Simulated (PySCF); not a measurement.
Here is a job for PySCF.
```python
from pyscf import gto, scf, dft

mol = gto.Mole()
mol.atom = '''
    S     0.013936   -0.004006    0.377829
    O    -0.033217    1.222429   -0.364198
    O     0.005345   -1.214416   -0.391460
'''
mol.basis = 'aug-cc-pvdz'
mol.charge = 0
mol.spin = 0
mol.verbose = 4
mol.build()

mf = dft.RKS(mol)
mf.xc = 'b3lyp5'
mf.grids.atom_grid = (99, 590)
mf.grids.prune = None
mf.kernel()
```

Question: What does this run give for the nuclear repulsion energy, total energy, Mulliken (on the basis functions themselves) charges in atom order, HOMO energy?

Answer: 
```json
{
  "nuclear_repulsion_energy": "108.3509 Eh",
  "total_energy": "-548.5045 Eh",
  "Mulliken (on the basis functions themselves) charges in atom order": "S1 1.08, O2 -0.54, O3 -0.54",
  "HOMO energy": "-9.25 eV"
}
```

Question: Roughly what does it cost on one core?

Answer: around 12 core-seconds (rough).
